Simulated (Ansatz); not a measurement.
Several settings on one geometry of (AgH)3 ring (Ag₃H₃) (that of the charge 0 singlet, PBE0-D4/def2-TZVP). Ansatz on 4 threads of Intel Xeon on a shared host; times are rough.

```xyz
6

Ag    1.3900   -0.6360    0.3668
H     1.6491    1.1806    0.1575
Ag   -0.1158    1.5484   -0.2451
H    -1.7987    0.8232   -0.4747
Ag   -1.2743   -0.9125   -0.1216
H     0.1496   -2.0038    0.3172
```

Totals from different functionals, basis sets or treatments of relativity can't be compared as stabilities.

In the def2 sets Ag takes a core potential; there is no spin–orbit coupling. Correlated methods freeze no core orbitals; core or outer-core shells of Ag are correlated, in sets that lack core-valence functions.

The spins typed aren't always the lowest for that charge.

(1) Give the basis size and estimate the energy, ⟨S²⟩, dipole and time of these runs.

| run | method | charge | state | further keys |
| --- | --- | --- | --- | --- |
| 1 | UKS B2PLYP/def2-SVP | 1 | doublet | scf: {omitted_lower_state_checks: [starts]}; forces asked |
| 2 | RKS ωPBEh/def2-SVPD | 0 | singlet | fitting: {mean_field: def2-universal-jkfit}; scf: {lower_state_search: off}; forces asked |
| 3 | RKS BLYP/def2-SVPD | 0 | singlet | scf: {lower_state_search: light}; forces asked |

Results:

(1) 
```tsv
run	functions	energy (Eh)	⟨S²⟩	dipole (D)	wall time
1	108	-441.7911	0.78	–	13 s
2	126	-442.6574	–	0.00	1.4 s
3	126	-442.5638	–	0.00	1.5 s
```
